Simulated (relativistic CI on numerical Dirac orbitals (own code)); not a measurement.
## d8 in a ligand field

Computed with a parametric ligand-field model of a d^n configuration (Racah B and C, spin-orbit zeta, crystal field), exact diagonalisation.

Field parameters in Wybourne normalisation: Oh B⁴₀ = 21Dq, B⁴₄ = √(5/14) B⁴₀. The field is a parameter set, without covalency.

Q: Ground term and bands for B = 770, C = 2940, ζ = 0 cm⁻¹, Oh, 10Dq = 22330 cm⁻¹?

A: Ground term 3A2 with 2.00 electrons in the two orbitals of the cubic e set. Spin-allowed: 3T2 22330 cm⁻¹ (448 nm), 3T1 30290 cm⁻¹ (330 nm), 3T1 48250 cm⁻¹ (207 nm). Lowest spin-forbidden: 1E 11884 cm⁻¹ (841 nm), 1A1 21741 cm⁻¹ (460 nm), 1T2 34066 cm⁻¹ (294 nm). With an A2 ground term the first spin-allowed band lies at |10Dq| itself.

Q: Ground term and bands for B = 770, C = 2940, ζ = 0 cm⁻¹, Oh, 10Dq = 6930 cm⁻¹?

A: Ground term 3A2 with 2.00 electrons in the two orbitals of the cubic e set. Spin-allowed: 3T2 6930 cm⁻¹ (1443 nm), 3T1 11550 cm⁻¹ (866 nm), 3T1 20790 cm⁻¹ (481 nm). Lowest spin-forbidden: 1E 11569 cm⁻¹ (864 nm), 1T2 18136 cm⁻¹ (551 nm), 1A1 18949 cm⁻¹ (528 nm). With an A2 ground term the first spin-allowed band lies at |10Dq| itself.

Q: Ground term and bands for B = 770, C = 2940, ζ = 0 cm⁻¹, Oh, 10Dq = 770 cm⁻¹?

A: Ground term 3A2 with 2.00 electrons in the two orbitals of the cubic e set. Spin-allowed: 3T2 770 cm⁻¹, 3T1 1377 cm⁻¹, 3T1 12483 cm⁻¹ (801 nm). Lowest spin-forbidden: 1E 10288 cm⁻¹ (972 nm), 1T2 10804 cm⁻¹ (926 nm), 1A1 15711 cm⁻¹ (636 nm). With an A2 ground term the first spin-allowed band lies at |10Dq| itself.

Q: Ground term and bands for B = 770, C = 2940, ζ = 0 cm⁻¹, Oh, 10Dq = 16170 cm⁻¹?

A: Ground term 3A2 with 2.00 electrons in the two orbitals of the cubic e set. Spin-allowed: 3T2 16170 cm⁻¹ (618 nm), 3T1 23496 cm⁻¹ (426 nm), 3T1 36564 cm⁻¹ (273 nm). Lowest spin-forbidden: 1E 11826 cm⁻¹ (846 nm), 1A1 21058 cm⁻¹ (475 nm), 1T2 27800 cm⁻¹ (360 nm). With an A2 ground term the first spin-allowed band lies at |10Dq| itself.

Q: Ground term and bands for B = 770, C = 2940, ζ = 0 cm⁻¹, Oh, 10Dq = 14630 cm⁻¹?

A: Ground term 3A2 with 2.00 electrons in the two orbitals of the cubic e set. Spin-allowed: 3T2 14630 cm⁻¹ (684 nm), 3T1 21706 cm⁻¹ (461 nm), 3T1 33734 cm⁻¹ (296 nm). Lowest spin-forbidden: 1E 11805 cm⁻¹ (847 nm), 1A1 20825 cm⁻¹ (480 nm), 1T2 26221 cm⁻¹ (381 nm). With an A2 ground term the first spin-allowed band lies at |10Dq| itself.
